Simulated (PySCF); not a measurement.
Two species compared at the same levels of theory.

First species: C2H6O2Si.
Cartesian coordinates in Å at the GFN2-xTB level; atoms count from 1:
```xyz
11
C2H6O2Si angstrom
C     -0.386   -0.979   -0.466
C     -1.111    0.197    0.223
O     -0.139    1.015    0.808
Si     1.360    0.712    0.214
O      0.940   -0.595   -0.686
H     -0.395   -1.867    0.176
H     -0.845   -1.228   -1.426
H     -1.794   -0.153    1.002
H     -1.675    0.783   -0.509
H      2.225    0.370    1.330
H      1.825    1.749   -0.692
```

Second species: Diethyl sulfoxide, C4H10OS.
InChI=1S/C4H10OS/c1-3-6(5)4-2/h3-4H2,1-2H3

Levels: B3LYP/def2-SVPD for dipole moment, HOMO energy, LUMO energy, HOMO–LUMO gap, static isotropic polarisability and electronic spatial extent ⟨r²⟩ about the centre of nuclear charge; TDDFT B3LYP/def2-SVPD for lowest singlet excitation; TDA B3LYP/def2-SVPD for lowest triplet excitation (Tamm–Dancoff); GFN2-xTB for rotational constant A and rotational constant C. Geometries: GFN2-xTB. All species are isolated and taken at one optimised geometry, non-relativistic unless stated; the electronic structure was computed with PySCF and density fitting.

The conformers computed, where there is a choice (atom-mapped SMILES and torsion angles):
- `[CH3:1][CH2:2][S:3](=[O:4])[CH2:5][CH3:6]`: C1–C2–S3–O4 -67°, C2–S3–C5–C6 175°

Values for the first species:

* Dipole moment: 0.88 D
* HOMO energy: -7.79 eV
* LUMO energy: 0.09 eV
* HOMO–LUMO gap: 7.88 eV
* Lowest singlet excitation: 6.85 eV
* Lowest triplet excitation (Tamm–Dancoff): 6.60 eV
* Static isotropic polarisability: 52.5 au
* Electronic spatial extent ⟨r²⟩ about the centre of nuclear charge: 440 bohr²
* Rotational constant A: 6.840 GHz
* Rotational constant C: 3.130 GHz

**Question.** Estimate the same properties for the second species, and the change in each.

**Answer.** 
| property | first | second | second less first |
| --- | --- | --- | --- |
| dipole moment | 0.88 D | 3.70 D | +2.82 D |
| HOMO energy | -7.79 eV | -6.43 eV | +1.36 eV |
| LUMO energy | 0.09 eV | 0.19 eV | +0.10 eV |
| HOMO–LUMO gap | 7.88 eV | 6.62 eV | -1.26 eV |
| lowest singlet excitation | 6.85 eV | 5.66 eV | -1.19 eV |
| lowest triplet excitation (Tamm–Dancoff) | 6.60 eV | 4.95 eV | -1.65 eV |
| static isotropic polarisability | 52.5 au | 77.7 au | +25.2 au |
| electronic spatial extent ⟨r²⟩ about the centre of nuclear charge | 440 bohr² | 889 bohr² | +449 bohr² |
| rotational constant A | 6.840 GHz | 6.352 GHz | -0.488 GHz |
| rotational constant C | 3.130 GHz | 1.465 GHz | -1.665 GHz |

On the first: The vertical singlet–triplet gap S1 − T1 is 0.25 eV (TDDFT singlet less Tamm–Dancoff triplet; S1: HOMO→LUMO, weight 0.98; T1: HOMO−1→LUMO, weight 0.93). In wavenumbers S1 is 55200 cm⁻¹ (1 eV = 8065.54 cm⁻¹).

On the second: A dipole of 3.70 D is allowed in Cs, and pure rotational transitions are dipole-allowed. No computed singlet falls in the visible range (750 to 380 nm, 1.65 to 3.26 eV); S1 lies 2.40 eV above its blue end.
